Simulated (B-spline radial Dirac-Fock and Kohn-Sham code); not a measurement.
**X-ray scattering factor of Kr²³⁺**

System: Kr²³⁺ in the configuration 1s2 2s2 2p6 3s2 3p1.

Input of the calculation (task.json; shells as n, l, electrons):

```json
{"items": [{
  "Z": 36,
  "q": 23,
  "cfg": [[1, 0, 2], [2, 0, 2], [2, 1, 6], [3, 0, 2], [3, 1, 1]],
  "A": 84,
  "rrms": 4.1884,
  "do": ["scatter"],
  "s": [0.0, 0.06, 0.08, 0.1, 0.12, 0.15, 0.19, 0.24, 0.3, 0.37, 0.46, 0.57, 0.71, 0.88, 1.1, 1.37, 1.7, 2.12, 2.64, 3.28, 4.09, 5.09, 6.34],
  "pz": [0, 0.1, 0.2, 0.3, 0.4, 0.5, 0.6, 0.8, 1.0, 1.2, 1.4, 1.6, 1.8, 2.0, 2.5, 3.0, 4.0, 5.0, 7.0, 10.0, 15.0, 20.0, 30.0, 40.0, 60.0, 100.0],
  "hv_scatter": [1000, 2000, 8047.8, 17479.3, 20000, 50000, 500000, 1000000]
}]}
```

Run with: `python xray_run.py task.json out`

These are calculated numbers from an atomic code on a B-spline grid; the model is Dirac-Fock orbitals of the configuration average with a finite nucleus. f₀ is the Fourier transform of the spherical electron density, S the Waller-Hartree incoherent function, and s = sin θ/λ.

```csv
s (Å⁻¹),f₀,S
0,13.000,0.000
0.06,12.975,0.037
0.08,12.956,0.065
0.1,12.931,0.101
0.12,12.900,0.145
0.15,12.845,0.225
0.19,12.754,0.355
0.24,12.612,0.553
0.3,12.404,0.835
0.37,12.117,1.210
0.46,11.689,1.736
0.57,11.103,2.397
0.71,10.309,3.198
0.88,9.352,4.046
1.1,8.231,4.950
1.37,7.102,5.890
1.7,6.016,6.926
2.12,4.881,8.093
2.64,3.691,9.260
3.28,2.594,10.275
4.09,1.789,11.057
5.09,1.347,11.618
6.34,1.103,12.073
```

f₀ starts at the number of electrons, 13, and has fallen to half at s ≈ 1.55 Å⁻¹. The sum of ⟨r²⟩ over the electrons is 0.9454 bohr².
